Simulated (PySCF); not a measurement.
First SCF of a structure search on quintet PdS(OH)2, at a hand-made PBE minimum (heavy-atom frame) geometry. PySCF input:

```python
from pyscf import gto, scf, dft
mol = gto.M(atom='''
Pd     0.142840     0.276970     0.000000
S     -0.893300    -1.708950     0.000000
O      2.073800    -0.128930     0.000000
O     -1.267770     1.668100     0.000000
H      2.280540    -1.086700     0.000000
H     -0.878570     2.569210     0.000000''',
    basis={'Pd': 'def2-SVP', 'S': 'def2-SVP', 'O': 'def2-SVP', 'H': 'def2-SVP'},
    ecp={'Pd': 'def2-SVP'},
    charge=0, spin=4)
mf = scf.UHF(mol)
aux = {'Pd': 'def2-universal-JKFIT', 'S': 'def2-universal-JKFIT', 'O': 'def2-universal-JKFIT', 'H': 'def2-universal-JKFIT'}
mf = mf.density_fit(auxbasis=aux)
mf.conv_tol = 1e-08
mf.diis_space = 10
mf.max_cycle = 60
mf.init_guess = 'minao'
mf.verbose = 4
mf.kernel()
```

Excerpt of the output (cycles alone):

```
init E= -663.307598180313
cycle= 1 E= -674.049115835155  delta_E= -10.7  |g|=  1.2  |ddm|= 2.43
cycle= 2 E= -666.119636223702  delta_E= 7.93  |g|= 3.79  |ddm|= 6.78
cycle= 3 E= -674.932178897523  delta_E= -8.81  |g|= 0.293  |ddm|= 6.45
cycle= 4 E= -674.988952043227  delta_E= -0.0568  |g|= 0.211  |ddm|= 0.415
cycle= 5 E= -675.013888592347  delta_E= -0.0249  |g|= 0.117  |ddm|= 0.193
cycle= 6 E= -675.034889410821  delta_E= -0.021  |g|= 0.0658  |ddm|= 0.241
cycle= 7 E= -675.046796279448  delta_E= -0.0119  |g|= 0.0389  |ddm|= 0.202
cycle= 8 E= -675.050662027034  delta_E= -0.00387  |g|= 0.0314  |ddm|= 0.0906
cycle= 9 E= -675.054666940944  delta_E= -0.004  |g|= 0.0222  |ddm|= 0.125
cycle= 10 E= -675.056589087571  delta_E= -0.00192  |g|= 0.0211  |ddm|= 0.0722
cycle= 11 E= -675.058582816589  delta_E= -0.00199  |g|= 0.0199  |ddm|= 0.0741
cycle= 12 E= -675.059418273452  delta_E= -0.000835  |g|= 0.0196  |ddm|= 0.0306
cycle= 13 E= -675.061371443933  delta_E= -0.00195  |g|= 0.0208  |ddm|= 0.0727
cycle= 14 E= -675.061828633939  delta_E= -0.000457  |g|= 0.0191  |ddm|= 0.0185
cycle= 15 E= -675.060937678098  delta_E= 0.000891  |g|= 0.0274  |ddm|= 0.0671
cycle= 16 E= -675.060323085111  delta_E= 0.000615  |g|= 0.0245  |ddm|= 0.0399
cycle= 17 E= -675.063594274635  delta_E= -0.00327  |g|= 0.0203  |ddm|= 0.122
cycle= 18 E= -675.066755368698  delta_E= -0.00316  |g|= 0.0191  |ddm|= 0.211
cycle= 19 E= -675.06547994705  delta_E= 0.00128  |g|= 0.019  |ddm|= 0.152
cycle= 20 E= -675.066891213131  delta_E= -0.00141  |g|= 0.0132  |ddm|= 0.0976
cycle= 21 E= -675.067194414194  delta_E= -0.000303  |g|= 0.00517  |ddm|= 0.0819
cycle= 22 E= -675.067218021639  delta_E= -2.36e-05  |g|= 0.00317  |ddm|= 0.0308
cycle= 23 E= -675.067229179569  delta_E= -1.12e-05  |g|= 0.00221  |ddm|= 0.0206
cycle= 24 E= -675.067234705536  delta_E= -5.53e-06  |g|= 0.000947  |ddm|= 0.00491
cycle= 25 E= -675.067235250503  delta_E= -5.45e-07  |g|= 0.000729  |ddm|= 0.00545
cycle= 26 E= -675.067236034659  delta_E= -7.84e-07  |g|= 0.000273  |ddm|= 0.00416
cycle= 27 E= -675.067236196824  delta_E= -1.62e-07  |g|= 0.000146  |ddm|= 0.00164
cycle= 28 E= -675.067236227861  delta_E= -3.1e-08  |g|= 0.000154  |ddm|= 0.00124
cycle= 29 E= -675.067236279487  delta_E= -5.16e-08  |g|= 4.37e-05  |ddm|= 0.000785
cycle= 30 E= -675.067236288334  delta_E= -8.85e-09  |g|= 2.83e-05  |ddm|= 0.000255
Extra cycle  E= -675.067236290387  delta_E= -2.05e-09  |g|= 2.53e-05  |ddm|= 5.81e-05
converged SCF energy = -675.067236290387  <S^2> = 6.0394035  2S+1 = 5.0157366
```

No lower solution of this spin was found from smeared starts or by a stability analysis within the unrestricted form.

With open d or f shells other occupations or spin states may lie lower.

The search for the lowest solution, 3 starts and the stability check together, took 6.8 s on 4 threads of a shared Arm Neoverse V1 host, with 87 basis functions; the process peaked at 0.46 GiB.
